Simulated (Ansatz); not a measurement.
Ansatz (a program for electronic structure) job for C2F5, SMILES F[C](F)C(F)(F)F (connectivity only; charge and spin as stated), charge +1, multiplicity 1, CAM-B3LYP/def2-SVPD. Geometry optimised at PBE0-D3(BJ)/def2-SVP. The spin state was assumed, not searched. The isomer is the one that the SMILES or the coordinates give; other isomers of the formula were not compared.

Ansatz 0.2 input:
```yaml
crystal:
  periodic: [false, false, false]
  atoms:
    - {symbol: F, position_ang: [1.52412711, -0.01553012, -1.05211369]}
    - {symbol: C, position_ang: [0.88725255, -0.02822755, 0.00000001]}
    - {symbol: F, position_ang: [1.52412710, -0.01553012, 1.05211370]}
    - {symbol: C, position_ang: [-0.69215479, -0.00716364, -0.00000001]}
    - {symbol: F, position_ang: [-0.99603945, 1.26567573, 0.00000000]}
    - {symbol: F, position_ang: [-1.09113996, -0.60551068, 1.08033781]}
    - {symbol: F, position_ang: [-1.09113996, -0.60551068, -1.08033782]}
basis:
  gaussian:
    orbitals: def2-SVPD
hamiltonian:
  xc: {name: CAM-B3LYP}
total_charge: 1
```

Log of the run:

```
WARN ansatz: RAYON_NUM_THREADS=1 ignored (pool sized by the plan → 1); use --threads N
Functional definition: CAM-B3LYP
integrals: 0.10 GiB planned
1263 factors; their error is unknown
integrals: 0.13 GiB planned
446 factors; integrals over basis functions are off by at most 2.2e-5 eV
mean field: 0.93 GiB planned
mean field evaluation 1: about -15624.4275 eV, gradient 7.3e1 eV
mean field evaluation 2: about -15618.3495 eV, gradient 1.0e2 eV
mean field evaluation 4: about -15631.9529 eV, gradient 2.3e0 eV
mean field evaluation 8: about -15631.9632 eV, gradient 2.6e-2 eV
mean field evaluation 16: about -15631.9956 eV, gradient 8.6e-5 eV
mean field -15631.99555110 eV, -574.4652407557 hartree, gradient 8.6e-5 eV, S^2 0.000000; 0 other end points of the search recorded, 0 dependent functions left out
reference -15631.99568535 eV, -574.4652456894 hartree; 28, 28 occupied and 127, 127 virtual orbitals, 1263 factors
Total energy: -15631.99568535 eV, -574.4652456894 hartree
```

The calculation finished and met its thresholds.

Cost: about 4 core-seconds (a rough figure).
